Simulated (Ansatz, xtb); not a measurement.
# GeH12Si4: which of two isomers lies lower

Structure a: `[SiH3][SiH]([SiH3])[SiH2][GeH3]`, a singlet. Structure b: `[SiH3][SiH2][SiH]([SiH3])[GeH3]`, a singlet. Both are isolated molecules in the gas phase, relaxed with PBE0-D3(BJ)/def2-SVP; each stands in its lowest conformer found.

Q: Which of the two would you expect CCSD(T)/def2-SVP + ΔMP2/def2-TZVPP electronic energies to favour?

A: CCSD(T)/def2-SVP + ΔMP2/def2-TZVPP gives E(b) − E(a) = +0.04 kcal/mol, slightly favouring structure a, which is too small a margin to settle the true order.

How the difference moves with the method:

```
                             level              geometry  E(b) − E(a) (kcal/mol)  departure from the last row (kcal/mol)  job, with rough time for the two
                          GFN2-xTB              GFN2-xTB                     +0.76                                   +0.72                 optimisation, 1 s
                         HF/STO-3G              GFN2-xTB                     −0.22                                   −0.27               single point, 3.4 s
                r2SCAN-D4/def2-SVP              GFN2-xTB                     +0.32                                   +0.28                single point, 18 s
              PBE0-D3(BJ)/def2-SVP  PBE0-D3(BJ)/def2-SVP                     +0.19                                   +0.15             optimisation, 5.3 min
                       HF/def2-SVP  PBE0-D3(BJ)/def2-SVP                     +0.09                                   +0.05           part of the CCSD(T) run
                      MP2/def2-SVP  PBE0-D3(BJ)/def2-SVP                     +0.11                                   +0.07           part of the CCSD(T) run
                  CCSD(T)/def2-SVP  PBE0-D3(BJ)/def2-SVP                     +0.10                                   +0.06                      single point
CCSD(T)/def2-SVP + ΔMP2/def2-TZVPP  PBE0-D3(BJ)/def2-SVP                     +0.04                                                     single point, 5.8 min
```

As drawn, both hold the same kinds of bond in the same numbers.

The largest departure from CCSD(T)/def2-SVP + ΔMP2/def2-TZVPP is that of GFN2-xTB, 0.72 kcal/mol. The last row adds to CCSD(T) the change of the MP2 difference between the two basis sets, here −0.06 kcal/mol.

With thermal terms from frequencies at re-optimised GFN2-xTB minima (ideal gas, soft modes damped towards free rotors, one conformer each, 298.15 K, 1 atm): the zero-point term adds −0.13 kcal/mol; ΔH is −0.05 and ΔG −0.16 kcal/mol.

The correlated steps freeze 29 core orbitals; the filled d shell of Ge is correlated, in a basis made for valence electrons. Codes used: Ansatz 0.2.0, xtb 6.7.1; the last row on 2 threads of Intel(R) Xeon(R) Processor @ 2.50GHz (Skylake/Cascade Lake) on a shared host.
